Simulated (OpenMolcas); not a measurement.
What dynamic correlation does to the levels of F II

| Property | Result |
| --- | --- |
| Program | OpenMolcas |
| Basis | ANO-R1 [3s2p1d] |
| Scalar Hamiltonian | X2C, finite nucleus |
| Active space | 4 electrons in 3 orbitals (2p) |
| State averaging | 2S+1 = 3 even, 3 roots; 2S+1 = 1 even, 6 roots |
| Spin-orbit coupling | RASSI with atomic mean-field integrals over the reference wave functions, term energies averaged over their components |

Methods on the same reference wave functions:
A. CASSCF
B. SS-CASPT2, IPEA 0.25 Eh, imaginary shift 0.1 Eh (closed shells correlated: 1s 2s)

Energies in cm⁻¹ above 2s² 2p⁴ ³P₂, the measured ground level; measured values from NIST Handbook of Basic Atomic Spectroscopic Data.

| Level | A | B | Measured |
| --- | --- | --- | --- |
| 2s² 2p⁴ ³P₂ | 0.0 | 0.0 | 0.0 |
| 2s² 2p⁴ ³P₁ | 322 | 322 | 341 |
| 2s² 2p⁴ ³P₀ | 478 | 478 | 490 |
| 2s² 2p⁴ ¹D₂ | 22744 | 21660 | 20873 |
| 2s² 2p⁴ ¹S₀ | 56416 | 48330 | 44918 |

Deviations, from unrounded energies. A percentage is the sum of absolute deviations over the sum of measured energies, with the sign that they share, or ± where signs differ.

```
                        Against measurement  Levels      A     B
             mean absolute deviation (cm-1)       4   3300  1100
      fine structure of the ground term (%)       2   -3.6  -3.7
other terms of the ground configuration (%)       2  +20.3  +6.4
```

B lies closest to measurement on these levels. The largest miss of B in the table is 2s² 2p⁴ ¹S₀, by +3400 cm-1. The ranking rests on the paired levels alone, and a cruder setting can come out closer through cancelling errors.

From A to B the spin-free energies of the other terms of 2s² 2p⁴ shown, above ³P, scale by factors of 0.86 to 0.95.

The lowest spin-free term lies below A's lowest term by 0.100 hartree in B.

Term energies are means over components that CASPT2 splits; among the terms shown or strongly mixed into the levels shown the widest spread is 76 cm-1 (2s² 2p⁴ ¹D, B). With the s shell closed, the reference lacks s² → p² mixing. Without dynamic correlation excited terms often stand tens of per cent too high (terms of higher spin than the ground term too low), and those without a measured partner can miss by more than the paired ones (holds for A). Computed and measured levels are paired by configuration, term and J; levels that our copy of the source lacks, or whose pairing is in doubt (as where it misses far off the trend of its configuration), stay unpaired and out of the deviations. Levels of configurations outside the active space are missing.
